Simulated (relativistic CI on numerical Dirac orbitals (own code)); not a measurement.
## Radial parameters of Bi L

Method of calculation: Dirac-Coulomb-Breit CI, separate exchange-only KLI orbitals for each configuration, model QED (radiative potential, 1s self-energy scaled to tabulated hydrogen-like ionisation energies), unscaled Slater integrals (own radial code, finite nucleus).

Slater integrals F^k, G^k are unscaled and averaged over j, outside the closed core [Ar] 3d10; ζ comes from projecting the Hamiltonian with its Breit term on Σ l·s of the shell.

- 4s2 4p4: F^2(4p,4p) = 291130, ζ(4p) = 944410 cm⁻¹; <r>(4p) = 0.3476, <r^2>(4p) = 0.137 (bohr units).
- 4s 4p5: G^1(4s,4p) = 381020, ζ(4p) = 943910 cm⁻¹; <r>(4s) = 0.3376, <r^2>(4s) = 0.1283, <r>(4p) = 0.3477, <r^2>(4p) = 0.1371 (bohr units).
- 4s2 4p3 4d: F^2(4p,4p) = 291070, ζ(4p) = 945410, F^2(4p,4d) = 287780, G^1(4p,4d) = 353390, G^3(4p,4d) = 227390, ζ(4d) = 118370 cm⁻¹; <r>(4p) = 0.3476, <r^2>(4p) = 0.1371, <r>(4d) = 0.3448, <r^2>(4d) = 0.136 (bohr units).

Averages of the first 10 configurations, taken without configuration mixing, which lowers the lowest level and can move excited configurations by several eV; other configurations of the list can lie among them:

| Configuration | Parity | States | Average energy above the lowest level (eV) |
| --- | --- | --- | --- |
| 4s2 4p4 | even | 15 | 121.1 |
| 4s 4p5 | odd | 12 | 373.5 |
| 4s2 4p3 4d | odd | 200 | 393.8 |
| 4p6 | even | 1 | 638.9 |
| 4s2 4p3 4f | even | 280 | 631.6 |
| 4s 4p4 4d | even | 300 | 640.5 |
| 4s 4p4 4f | odd | 420 | 878.6 |
| 4p5 4d | odd | 60 | 900.2 |
| 4s2 4p2 4d 4f | odd | 2100 | 905.2 |
| 4s 4p3 4d2 | odd | 1800 | 911.3 |
